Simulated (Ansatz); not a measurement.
CH3Cl2Si, SMILES C[Si](Cl)Cl, multiplicity 2.

Geometry: PBE0-D3(BJ)/def2-SVP. The isomer is the one that the SMILES or the coordinates give; other isomers of the formula were not compared.

Two levels are set side by side: PBE/def2-SVPD (Ansatz, a quantum-chemistry and plane-wave program) and PBE0/def2-SVPD (Ansatz). Energy differences of separate SCF runs at the same geometry; the states with an electron removed or added have multiplicity 1 and 1. Differences are taken from unrounded values.

```tsv
quantity	PBE0	PBE	PBE minus PBE0
vertical ionisation energy (eV)	8.67	8.40	-0.27
vertical electron affinity (eV)	1.25	1.28	0.02
```
